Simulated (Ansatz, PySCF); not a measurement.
Species: C₄H₇O, net charge 0, doublet state. It need not be the lowest isomer of its formula. 
Coordinates optimised at B3LYP-D3(BJ)/def2-TZVP (Ansatz, an electronic-structure program):
```
C
H 1 1.0800
C 1 1.4802 2 118.15
H 3 1.1043 1 112.08 2 -122.43
H 3 1.1043 4 102.92 1 120.61
C 1 1.4836 2 121.24 3 180.00
H 6 1.0895 1 111.88 2 0.00
H 6 1.0990 7 107.67 1 123.24
H 6 1.0990 7 107.67 8 113.52
C 3 1.5075 4 106.45 5 111.76
O 10 1.2027 3 125.22 4 125.36
H 10 1.1107 11 120.48 3 180.00
```
Charge 0, spin multiplicity 2.

Property: atomisation energy (electronic, to ground-state atoms), in eV. Valence correlation only, unless marked. Open shells are spin-unrestricted. Spin-orbit coupling is left out. No relativistic terms. The coupled-cluster limit lacks core correlation, which all-electron functionals hold. Basis-set limits of correlation are two-point, X^-3; Hartree-Fock from the larger set. [CCSD(T)-MP2]/basis is that difference in the basis named.

```csv
level,program,atomisation energy (eV)
HF-D3(BJ)/def2-TZVPD,PySCF + dftd3,38.86
PBE-D4/def2-TZVPD,Ansatz + dftd4,51.77
BLYP/def2-TZVPD,Ansatz,49.95
B97M-V/def2-TZVPD,Ansatz,50.37
PBE0-D4/def2-TZVPD,Ansatz + dftd4,50.79
PBE0/def2-TZVP,Ansatz,50.62
BHLYP-D4/def2-TZVPD,Ansatz + dftd4,48.84
TPSSh-D4/def2-TZVPD,PySCF + dftd4,50.57
TPSSh/def2-TZVPD,PySCF,50.32
r2SCAN0/def2-TZVPD,Ansatz,___
CAM-B3LYP-D3(BJ)/def2-TZVPD,Ansatz + dftd3,50.58
B2GP-PLYP-D3(BJ)/def2-TZVPD,Ansatz + dftd3,49.73
B2PLYP-D3(BJ)/def2-TZVPD,Ansatz + dftd3,49.92
B2PLYP-D4/def2-TZVPD,Ansatz + dftd4,49.90
SCS-MP2/6-31G,Ansatz,43.32
CCSD/6-31G,Ansatz,42.91
CCSD/cc-pVDZ,Ansatz,___
CCSD/cc-pVTZ,Ansatz,48.30
"RI-MP2/CBS(cc-pVTZ,cc-pVQZ)+[CCSD(T)-MP2]/cc-pVTZ",Ansatz,50.23
```

**Question.** Fill in the missing entries.

**Answer.** 
- r2SCAN0/def2-TZVPD, atomisation energy (eV): 49.82
- CCSD/cc-pVDZ, atomisation energy (eV): 46.19
